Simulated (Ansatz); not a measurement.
C3H3, doublet, at a GFN2-xTB geometry. Base run: PBE0/cc-pVDZ run with Ansatz (a first-principles code).

Geometry (Å):
```xyz
6

C     -0.8381    -0.5314     0.7454
C      0.0749     0.0475    -0.0666
C      0.8982     0.5695    -0.7989
H     -0.8397    -0.3280     1.8009
H     -1.5764    -1.2039     0.3480
H      1.6062     1.0183    -1.4285
```
Charge 0, spin multiplicity 2.
Orbitals are unrestricted.
All else is at Ansatz's defaults.
Base energy -115.85875 Eh.

Variants of this job, named by their change:

```csv
change,ΔE vs base (µEh)
base,0.0
"point_charge = charge:1.0 position_ang:-3.0046, -4.5482, 1.6303",219
forces = on,0.0
"final_grid = 10, 20, 41",-0.1
"final_grid = 14, 28, 59",-0.1
accuracy = high,0.1
"final_grid = 4, 8, 17",438
"point_charge = charge:-1.0 position_ang:2.4566, 4.4742, 1.9672",611
fitting.mean_field = cc-pVTZ-JKFIT,-26.9
lower_state_search = light,0.0
lower_state_search = off,0.0
```
